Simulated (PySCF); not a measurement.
C2H8O2Si, SMILES CO[Si@@H](C)O.

Geometry: PBE0-D3(BJ)/def2-SVP. The structure was generated by enumeration; whether it is a known compound was not checked. Other conformers were not sampled.

Two levels are set side by side: PBE/def2-TZVP (PySCF) and ωB97X/def2-TZVP (PySCF). Same geometry, gas phase. Differences are taken from unrounded values.

| quantity | PBE |
|---|---|
| orbital gap (eV) | 6.46 |
| highest occupied level (eV) | -6.52 |
| lowest empty level (eV) | -0.06 |
| dipole moment (D) | 0.60 |
| mean polarisability (bohr³) | 58.0 |

Q: These are the PBE values. What does ωB97X give? (An estimate is asked for; the answer gives what the named calculation found.)

A: 
```tsv
quantity	ωB97X	PBE minus ωB97X
orbital gap (eV)	13.42	-6.96
highest occupied level (eV)	-10.54	4.02
lowest empty level (eV)	2.88	-2.94
dipole moment (D)	0.60	0.00
mean polarisability (bohr³)	55.0	3.0
```

PBE's occupied levels lie high since its potential decays too fast outside the molecule; exact exchange lowers them and widens the gap. PBE's more diffuse valence density responds more strongly to a field. Differences between two approximate levels are no errors against the true value.

Rough cost on one machine, each run with all the roots and properties that it gave: ωB97X against PBE within a factor of 2.
